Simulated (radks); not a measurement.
Dispersion coefficients C6 (hartree bohr^6) between ground-configuration atoms and ions, from the Casimir-Polder integral (3/pi) of alpha_A(iw) alpha_B(iw). All-electron calculation, scalar-relativistic Kohn-Sham, LB94 model potential, spin-polarised, spherical densities, finite nucleus; open shells are filled with parallel spins first (spin-orbit coupling, left out, can overturn this in heavy ions); Fermi nuclear charge, rms radius of each element as measured or else 0.836 A^(1/3) + 0.57 fm. Program: a radial shooting solver on a logarithmic mesh with Libxc functionals. Response by self-consistent Sternheimer equations with the Hartree and adiabatic LDA kernel, the relativistic mass of each level held fixed and spin-orbit coupling left out. For heavy and open-shell atoms this level of theory can miss by tens of per cent.

C6,Ni+,Tl3+,Sn+
Ni+,22.30,,
Tl3+,25.35,30.82,
Sn+,58.98,62.81,165.1

Static polarisabilities (bohr^3): Ni+ ([Ar] 3d9) 6.576, Tl3+ ([Xe] 4f14 5d10) 5.243, Sn+ ([Kr] 4d10 5s2 5p1) 22.61. The combination rule 2 Ca Cb / ((alpha_b/alpha_a) Ca + (alpha_a/alpha_b) Cb) gives 59.43 for Tl3+-Sn+, against 62.81 from the integral.
